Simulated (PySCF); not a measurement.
SMILES C[C@@H]1[C@@H]2CC=C[C@]12C=O, C$_{8}$H$_{10}$O

Molfile (atoms numbered from 1):
```
C8H10O
     RDKit          3D

 19 20  0  0  0  0  0  0  0  0999 V2000
    1.9154   -0.1317   -0.5927 C   0  0  0  0  0  0  0  0  0  0  0  0
    0.9989    0.3389    0.5023 C   0  0  2  0  0  0  0  0  0  0  0  0
   -0.1337   -0.4632    1.0231 C   0  0  2  0  0  0  0  0  0  0  0  0
   -0.6351   -1.6325    0.1992 C   0  0  0  0  0  0  0  0  0  0  0  0
   -1.1351   -0.9972   -1.0684 C   0  0  0  0  0  0  0  0  0  0  0  0
   -1.0433    0.3264   -1.0473 C   0  0  0  0  0  0  0  0  0  0  0  0
   -0.4339    0.8112    0.2102 C   0  0  2  0  0  0  0  0  0  0  0  0
   -0.8814    2.0468    0.8474 C   0  0  0  0  0  0  0  0  0  0  0  0
   -0.4926    2.4641    1.9105 O   0  0  0  0  0  0  0  0  0  0  0  0
    2.6383   -0.8359   -0.1831 H   0  0  0  0  0  0  0  0  0  0  0  0
    2.4605    0.7109   -1.0128 H   0  0  0  0  0  0  0  0  0  0  0  0
    1.3668   -0.6211   -1.3926 H   0  0  0  0  0  0  0  0  0  0  0  0
    1.4898    0.9619    1.2429 H   0  0  0  0  0  0  0  0  0  0  0  0
   -0.3233   -0.4636    2.0865 H   0  0  0  0  0  0  0  0  0  0  0  0
   -1.4414   -2.1621    0.7121 H   0  0  0  0  0  0  0  0  0  0  0  0
    0.1579   -2.3564   -0.0029 H   0  0  0  0  0  0  0  0  0  0  0  0
   -1.5197   -1.5930   -1.8784 H   0  0  0  0  0  0  0  0  0  0  0  0
   -1.3580    1.0017   -1.8236 H   0  0  0  0  0  0  0  0  0  0  0  0
   -1.6399    2.6040    0.2603 H   0  0  0  0  0  0  0  0  0  0  0  0
  1  2  1  0
  2  3  1  0
  3  4  1  0
  4  5  1  0
  5  6  2  0
  6  7  1  0
  7  8  1  1
  8  9  2  0
  7  2  1  0
  7  3  1  0
  1 10  1  0
  1 11  1  0
  1 12  1  0
  2 13  1  1
  3 14  1  1
  4 15  1  0
  4 16  1  0
  5 17  1  0
  6 18  1  0
  8 19  1  0
M  END
```

Method: GIAO HF/pcSseg-1 magnetisability, rotational g tensor and spin-rotation constants, non-relativistic, gas phase in PySCF. Geometry: GFN2-xTB.

What are the magnetisability and the molar susceptibility?

Isotropic -1373 × 10⁻³⁰ J/T², or -82.7 × 10⁻⁶ cm³/mol; principal values -1565, -1354, -1200 × 10⁻³⁰ J/T², anisotropy 317 × 10⁻³⁰ J/T² (root of half the summed squared differences of the principal values). The susceptibility is in cgs units.

Split it along the inertial axes a, b, c into diamagnetic and paramagnetic parts about the centre of mass, with the quadrupole moment.


| axis | χ (10⁻⁶ cm³/mol) | diamagnetic (10⁻⁶ cm³/mol) | paramagnetic (10⁻⁶ cm³/mol) | summed x² of all electrons (Å²) | quadrupole Θ (D Å) |
| --- | --- | --- | --- | --- | --- |
| a | -82.1 | -597.0 | 514.9 | 163.0 | -10.67 |
| b | -83.1 | -916.9 | 833.8 | 87.6 | +4.67 |
| c | -82.9 | -1063.1 | 980.2 | 53.1 | +6.00 |

Anisotropies 2χaa − χbb − χcc = +1.9 and 2χbb − χaa − χcc = -1.2 × 10⁻⁶ cm³/mol. Θ is traceless in Buckingham's convention.

And the rotational g tensor?


| axis | rotational constant (GHz) | g | nuclear part | electronic part |
| --- | --- | --- | --- | --- |
| a | 2.6123 | -0.0140 | 0.6179 | -0.6319 |
| b | 1.4878 | -0.0135 | 0.5692 | -0.5828 |
| c | 1.2657 | -0.0121 | 0.5707 | -0.5828 |

Asymmetric top; isotopes 12C, 1H, 16O; no vibrational averaging.
